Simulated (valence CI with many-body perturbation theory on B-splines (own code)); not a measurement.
Energy levels of Er53+

Level of theory: valence CI with perturbative core correlation (CI+MBPT): five valence electrons over a frozen Dirac-Fock core [Ne], radial functions for each j: 9 s, 9 p, 8 d, 6 f, 3 g, 1 h, with the one-electron correlation potential Σ1 (screened to all orders), the two-electron term Σ2, the three-electron term Σ3, Breit, model QED; selected single and double excitations, second order for the rest, scaled by the run's own slope (own B-spline code, finite nucleus).

The last digits are not significant, and no measured levels were compared; by estimate large intervals hold to a few tenths of a per cent, small ones and those within an open d or f shell to about a per cent. Among the levels kept, up to 1300 cm⁻¹ of a level comes from second order outside the variational space, and about a tenth of that is noise between levels of different J, which matters for small intervals.

Levels 1 to 35 of 35, with energies above the lowest level, (3s^2 3p1/2^2 3p3/2) J=3/2. "Leading %" is the weight of the configuration and term that name the level; weights of strongly mixed levels are sums over their largest components and can fall short, so below about 35 % the name and the second component can differ from the true leading terms, or belong to a minority configuration. In the jj column 3d3/2^4 stands for four electrons in 3d with j = 3/2. Lifetimes count E1, E2, E3, M1 and M2 decay at the calculated energies, and are blank where another channel may lead or the interval is too uncertain; long ones can be off by a factor of two.

```csv
No.,Configuration,Term,J,E (eV),Leading %,Lifetime,Second component,Leading jj
1,3s2.3p3,2P°,3/2,0.00,47,,27 % 3s2.3p3 2D°,3s^2 3p1/2^2 3p3/2 (99 %)
2,3s2.3p2.3d,2D,3/2,205.86,40,107 ps,35 % 3s2.3p2.3d 4F,3s^2 3p1/2^2 3d3/2 (99 %)
3,3s2.3p3,4S°,3/2,224.85,55,8.88 ns,44 % 3s2.3p3 2D°,3s^2 3p1/2 3p3/2^2 (99 %)
4,3s2.3p3,2D°,5/2,235.63,99,45.0 ns,,3s^2 3p1/2 3p3/2^2 (99 %)
5,3s2.3p3,2P°,1/2,249.34,99,14.4 ns,,3s^2 3p1/2 3p3/2^2 (99 %)
6,3s2.3p2.3d,2D,5/2,271.43,31,6.94 ps,20 % 3s2.3p2.3d 4D,3s^2 3p1/2^2 3d5/2 (97 %)
7,3s.3p4,4P,5/2,377.63,66,5.04 ps,25 % 3s.3p4 2D,3s 3p1/2^2 3p3/2^2 (91 %)
8,3s.3p4,2P,3/2,404.83,32,1.91 ps,26 % 3s.3p4 2D,3s 3p1/2^2 3p3/2^2 (70 %)
9,3s.3p4,2S,1/2,405.71,53,2.70 ps,26 % 3s.3p4 4P,3s 3p1/2^2 3p3/2^2 (85 %)
10,3s2.3p2.3d,4F,5/2,428.75,46,163 ps,46 % 3s2.3p2.3d 2F,3s^2 3p1/2 3p3/2 3d3/2 (98 %)
11,3s2.3p2.3d,4F,3/2,431.46,33,7.11 ps,29 % 3s2.3p2.3d 4D,3s^2 3p1/2 3p3/2 3d3/2 (93 %)
12,3s2.3p2.3d,4D,1/2,431.50,80,116 ps,13 % 3s2.3p2.3d 2P,3s^2 3p1/2 3p3/2 3d3/2 (99 %)
13,3s2.3p2.3d,2G,7/2,439.81,50,1.88 ns,26 % 3s2.3p2.3d 2F,3s^2 3p1/2 3p3/2 3d3/2 (97 %)
14,3s2.3p2.3d,2D,5/2,466.24,35,571 fs,24 % 3s2.3p2.3d 2F,3s^2 3p1/2 3p3/2 3d3/2 (90 %)
15,3s2.3p2.3d,2P,1/2,474.64,39,444 fs,32 % 3s2.3p2.3d 4P,3s^2 3p1/2 3p3/2 3d3/2 (88 %)
16,3s2.3p2.3d,2D,3/2,474.70,26,320 fs,23 % 3s2.3p2.3d 4P,3s^2 3p1/2 3p3/2 3d3/2 (78 %)
17,3s2.3p3,2P°,3/2,475.87,51,3.25 ns,28 % 3s2.3p3 2D°,3s^2 3p3/2^3 (98 %)
18,3s2.3p2.3d,4D,7/2,483.68,47,1.32 ns,37 % 3s2.3p2.3d 4F,3s^2 3p1/2 3p3/2 3d5/2 (99 %)
19,3s2.3p2.3d,2P,3/2,493.61,44,8.45 ps,23 % 3s2.3p2.3d 4P,3s^2 3p1/2 3p3/2 3d5/2 (95 %)
20,3s2.3p2.3d,2G,9/2,495.39,61,598 ns,38 % 3s2.3p2.3d 4F,3s^2 3p1/2 3p3/2 3d5/2 (99 %)
21,3s2.3p2.3d,2F,5/2,497.17,34,8.93 ps,27 % 3s2.3p2.3d 2D,3s^2 3p1/2 3p3/2 3d5/2 (95 %)
22,3s2.3p2.3d,2D,5/2,517.26,40,1.83 ps,33 % 3s2.3p2.3d 4P,3s^2 3p1/2 3p3/2 3d5/2 (92 %)
23,3s2.3p2.3d,2F,7/2,517.33,58,3.08 ps,18 % 3s2.3p2.3d 2G,3s^2 3p1/2 3p3/2 3d5/2 (95 %)
24,3s2.3p2.3d,2D,3/2,525.06,61,3.85 ps,20 % 3s2.3p2.3d 2P,3s^2 3p1/2 3p3/2 3d5/2 (96 %)
25,3s2.3p2.3d,2P,1/2,528.49,54,2.70 ps,36 % 3s2.3p2.3d 2S,3s^2 3p1/2 3p3/2 3d5/2 (94 %)
26,3s.3p3.3d,4D°,5/2,578.86,29,31.7 ps,21 % 3s.3p3.3d 6D°,3s 3p1/2^2 3p3/2 3d3/2 (94 %)
27,3s.3p3.3d,4D°,3/2,580.87,26,16.5 ps,25 % 3s.3p3.3d 6D°,3s 3p1/2^2 3p3/2 3d3/2 (95 %)
28,3s.3p3.3d,4P°,1/2,582.60,44,33.4 ps,32 % 3s.3p3.3d 6D°,3s 3p1/2^2 3p3/2 3d3/2 (95 %)
29,3s.3p3.3d,4F°,7/2,587.80,23,33.5 ps,19 % 3s.3p3.3d 6D°,3s 3p1/2^2 3p3/2 3d3/2 (90 %)
30,3s.3p3.3d,2D°,3/2,604.44,26,2.73 ps,13 % 3s.3p3.3d 4F°,3s 3p1/2^2 3p3/2 3d3/2 (81 %)
31,3s.3p4,4P,3/2,613.97,67,1.55 ps,18 % 3s.3p4 2D,3s 3p1/2 3p3/2^3 (86 %)
32,3s.3p3.3d,4G°,5/2,615.99,22,1.48 ps,21 % 3s.3p3.3d 2F°,3s 3p1/2^2 3p3/2 3d3/2 (81 %)
33,3s.3p3.3d,4D°,1/2,619.67,44,1.32 ps,24 % 3s.3p3.3d 2P°,3s 3p1/2^2 3p3/2 3d3/2 (87 %)
34,3s.3p4,2D,5/2,629.55,63,1.57 ps,22 % 3s.3p4 4P,3s 3p1/2 3p3/2^3 (85 %)
35,3s.3p3.3d,4F°,9/2,634.44,47,34.9 ps,32 % 3s.3p3.3d 6D°,3s 3p1/2^2 3p3/2 3d5/2 (97 %)
```

The ionisation energy to 3s2.3p2 3P_0 of the next ion comes out as 4980.3 eV (NIST: 4978 ± 5 eV (theoretical)). All 35 levels together are meant to be complete up to 638.54 eV.
